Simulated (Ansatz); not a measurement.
Frontier orbitals of C₂H₄AlCl, SMILES `[AlH2]/[CH]=C/Cl`.

```json
{"atom": "Al1", "x (Å)": "-0.8055", "y (Å)": "0.1154", "z (Å)": "-1.3262"}
{"atom": "C2", "x (Å)": "0.6429", "y (Å)": "-0.1539", "z (Å)": "-0.0711"}
{"atom": "C3", "x (Å)": "0.3729", "y (Å)": "-0.0202", "z (Å)": "1.2241"}
{"atom": "Cl4", "x (Å)": "1.5265", "y (Å)": "-0.2197", "z (Å)": "2.4962"}
{"atom": "H5", "x (Å)": "-0.5737", "y (Å)": "-0.0235", "z (Å)": "-2.8871"}
{"atom": "H6", "x (Å)": "-2.2214", "y (Å)": "0.4791", "z (Å)": "-0.7099"}
{"atom": "H7", "x (Å)": "1.6648", "y (Å)": "-0.4073", "z (Å)": "-0.3455"}
{"atom": "H8", "x (Å)": "-0.6066", "y (Å)": "0.2300", "z (Å)": "1.6195"}
```

The species carries charge 0 and has multiplicity 1. All single points use the PBE0-D4/def2-TZVP geometry. Basis def2-TZVPP, the Gaussian-basis code of Ansatz.

Orbital energies of one run (eV). Highest occupied ones, from the top: -7.31, -8.01, -8.13, -8.56, -10.06, -10.59, -11.88, -12.78, -15.63, -20.26, -23.87, -72.38, -72.39, -72.64. Empty: -2.15, -0.28, 0.42, 0.84, 1.31, 2.22.

Task: Which functional gave them?
A. r2SCANh
B. revPBE
C. BLYP
D. PBE

Result: A. HOMO energies: r2SCANh -7.31, PBE -6.68, BLYP -6.49, revPBE -6.61 eV.
